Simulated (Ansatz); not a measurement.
Two isomers of C2H5FGeSi: A = `FC#[C][GeH2][SiH3]`, B = `F[C]1=[CH][GeH]1[SiH3]`.

Program: Ansatz. Geometries: PBE0-D4/def2-TZVP. ΔE: electronic, gas phase. CCSD(T)/CBS adds triple-zeta CCSD(T) − MP2 to the extrapolated MP2 energy (def2 sets, frozen cores). DFT in def2-TZVPP. B3LYP here is the variant with VWN-RPA as its local correlation; programs differ in this. For Ge outer-core shells are correlated without core-valence functions, which leaves a few kJ/mol of doubt a bond. Scalar relativity is left out up to krypton.

(1) Which is lower in electronic energy at CCSD(T)/CBS, and by how much? (Best estimate.)

(2) Give E(B) − E(A) in kcal/mol with r2SCAN-D4, B3LYP-D4, ωB97M-V, PBE0-D4, MP2/def2-TZVPP, B3LYP, HF/def2-TZVPP. (Best estimate.)

Largest T1 diagnostic: 0.014.

Answers

(1) The calculation gave: B, by 1.7 kcal/mol.

(2) Computed: r2SCAN-D4 -4.4, B3LYP-D4 -0.8, ωB97M-V -1.5, PBE0-D4 -4.7, MP2/def2-TZVPP 0.2, B3LYP -0.4, HF/def2-TZVPP 7.4. The order is the other way round with MP2/def2-TZVPP, HF/def2-TZVPP.

In def2-TZVPP, CCSD(T) changes the Hartree–Fock value by −7.2 kcal/mol (the triples alone add −1.5 kcal/mol) and MP2 by −7.1 kcal/mol. From PBE to PBE0 (25 % exact exchange), in def2-TZVPP and without D4, E(B) − E(A) moves by +1.2 kcal/mol.
